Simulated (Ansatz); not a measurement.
`[SiH3][SiH2][TeH]` → `[SiH3][TeH]` + `[SiH2]` at 400 K and 1 bar (silylene loss).

Gas-phase electronic energies from Ansatz, PBE0-D4/def2-TZVP geometries. CCSD(T)/CBS adds triple-zeta CCSD(T) − MP2 to the extrapolated MP2 energy (def2 sets, frozen cores). This one scheme is used for every species. def2 core potentials past Kr. For Te outer-core shells are correlated without core-valence functions, which leaves a few kJ/mol of doubt a bond.

```
            species  CCSD(T)/CBS energy (Eh)  H − E (kJ/mol)  S (J/(mol·K))
`[SiH3][SiH2][TeH]`               -849.49595           160.5          401.4
      `[SiH3][TeH]`               -559.21313           104.4          319.1
           `[SiH2]`               -290.19011            44.2          218.1
```

H − E and S are ideal-gas, rigid-rotor, harmonic terms from PBE0-D4/def2-TZVP. 1 Eh = 2625.50 kJ/mol, R = 8.31446 J/(mol·K).

Task: By hand: ΔE, ΔH, ΔS and ΔG.

Result: ΔE = (-559.21313) + (-290.19011) − (-849.49595) = 0.09271 Eh = 243.4 kJ/mol. Δ(H − E) = 104.4 + 44.2 − 160.5 = -11.9, so ΔH = 231.5 kJ/mol. ΔS = 319.1 + 218.1 − 401.4 = 135.8 J/(mol·K). ΔG = 231.5 − 400 × (135.8)/1000 = 177.2 kJ/mol.

Task: By hand: the equilibrium constant, and the temperature at which ΔG would vanish if ΔH and ΔS stayed fixed.

Result: log₁₀ K = −ΔG/(RT ln 10) = -23.1. ΔG = 0 at ΔH/ΔS = 1705 K.

The number of gas molecules changes by +1, which sets the sign of ΔS. A doubt of 5 kJ/mol in ΔE shifts log₁₀ K by 0.7 here. Modes under 60 cm⁻¹, often nearly free rotors, make the harmonic entropy too high. These are equilibria of isolated gas molecules and say nothing of rates. Largest T1 diagnostic: 0.014 (customary marks: 0.02 for closed shells, 0.045 for open ones).
